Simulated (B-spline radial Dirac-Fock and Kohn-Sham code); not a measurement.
# Ionisation of each subshell: Pb⁸¹⁺

System: the Pb⁸¹⁺ ion in the configuration 1s1; nuclear rms radius 5.5012 fm (A = 208).

The computed values come from a radial atomic solver: Dirac-Fock ΔSCF + Breit + QED. Electron correlation is not included. Energies are counted from the vacuum level.

All terms are in eV, carry their sign (relaxation lowers the binding energy) and add up to the binding energy; ⟨r⟩ is the mean radius of the orbital in the initial state.

```tsv
subshell	−ε (Koopmans)	relaxation	Breit	self-energy	vacuum polarisation	binding energy	⟨r⟩ (bohr)
1s	101514.2	0.00	0.00	-226.34	48.37	101336.2	0.016
```

For the deepest level, K (1s), the Breit terms make up 0.000 % of the binding energy, QED -0.176 % and orbital relaxation 0.000 %.

Going to the tabulated ground configuration of the next ion removes an electron from K (1s), computed at 101336.2 eV. NIST lists 101336.7 ± 0.3 eV as the ionisation energy of this species (theoretical), +0.50 eV from the computed value.
